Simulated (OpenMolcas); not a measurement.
**Ti3+ in a point-charge field**

Ti3+ among 6 point charges of -2.2 e arranged as an octahedron (Oh), 2.37 Å from the ion.

| Item | Value |
| --- | --- |
| Program | OpenMolcas 26.06 |
| Method | SS-CASPT2, IPEA 0.25 Eh, imaginary shift 0.1 Eh (closed shells correlated: 3s 3p) |
| Basis | ANO-RCC-VDZP [5s4p2d1f] |
| Scalar Hamiltonian | DKH2, point nucleus |
| Active space | 1 electron in 5 orbitals (3d) |
| State averaging | 2S+1 = 2 even, 5 roots |
| Spin-orbit coupling | RASSI with atomic mean-field integrals over the reference wave functions |

The lowest spin-free states (labels of O, the rotations of Oh), above the lowest:

```tsv
State	Degeneracy	E (cm-1)	Free-ion L (%)
2T2	3	0	D (100)
2E	2	3840	D (100)
```

The lowest levels with spin-orbit coupling:

```json
{"E (cm-1)": "0", "Degeneracy": "4", "Label": "Γ8", "2S+1": "2", "g": ""}
{"E (cm-1)": "230", "Degeneracy": "2", "Label": "Γ7", "2S+1": "2", "g": "2.00 2.00 2.00"}
{"E (cm-1)": "3930", "Degeneracy": "4", "Label": "Γ8", "2S+1": "2", "g": ""}
```

Powder χT (cm3 K/mol): 0.00884 at 2 K, 0.0268 at 10 K, 0.117 at 50 K, 0.225 at 100 K, 0.378 at 200 K, 0.467 at 300 K. The effective moment at 300 K is 2.828 √(χT) = 1.93 μB.

The lowest level has 2S+1 = 2, for which the spin-only value is χT = S(S+1) / 2 = 0.375 cm3 K/mol (g = 2). The computed 0.467 at 300 K differs by +0.092, through orbital momentum, spin-orbit coupling and any other state in reach. With a threefold ground state the orbital momentum is unquenched, so the spin-only value is not expected to hold.

The gap between the two states is 10Dq = 3837 cm-1.

Roots that are degenerate in the reference are averaged as groups; the widest CASPT2 spread within a group is 17 cm-1 (the 2-fold group of multiplicity 2 near 3840 cm-1 above the lowest state of its run). Shifts and gaps below about the spread of the groups concerned are not significant. An orbital triplet at a regular site is open to Jahn-Teller coupling, which can distort the site and quench the lowest spin-orbit gaps and is left out. This field is weak: 10Dq is about 3837 cm-1, while octahedral complexes of 3d ions of charge 3 and more, computed by the same method with explicit ligands, had a median near 15000 cm-1. Ground spin and moment need not be those of a real site. The ground term spreads over less than 5000 cm-1, several times less than with real ligands, so orbital moments are less quenched and χT lies further from the spin-only value than at real sites. Free-ion shares, where given, are those of the reference states; single-state CASPT2 does not remix them. Point charges carry no covalency, so the field is a model and not that of real ligands. No measured value stands beside these numbers.
